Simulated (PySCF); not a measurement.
Ne (neon, neutral): MN15 calculation

Configuration: [Ne], closed-shell 1S. All numbers are calculated (PySCF 2.14, no relativity, point nucleus, in def2-TZVP (5s3p2d1f, 31 functions)).

```json
{
  "Total energy": "-128.8874 hartree",
  "One-electron energy": "-182.5035 hartree",
  "Hartree (Coulomb) energy": "66.0370 hartree",
  "Exchange-correlation energy": "-12.4209 hartree",
  "Kinetic energy": "128.31377 hartree",
  "⟨S²⟩": "0.0000",
  "⟨L²⟩": "0.000",
  "Sum of ⟨r⟩": "7.946 bohr",
  "Sum of ⟨r²⟩": "9.584 bohr²",
  "Density at the nucleus (Gaussians lack the cusp)": "600 bohr⁻³",
  "Langevin diamagnetic susceptibility": "-7.59 ×10⁻⁶ cm³/mol",
  "Time after the integrals": "0.28 s of wall time on 1 thread of Neoverse-V1 (shared host)"
}
```

```json
{"shell": "1s", "electrons": "2", "mean orbital energy (eV)": "-829.09", "rms radius, mean of both spins (bohr)": "0.184"}
{"shell": "2s", "electrons": "2", "mean orbital energy (eV)": "-39.881", "rms radius, mean of both spins (bohr)": "1.01"}
{"shell": "2p", "electrons": "6", "mean orbital energy (eV)": "-16.975", "rms radius, mean of both spins (bohr)": "1.12"}
```
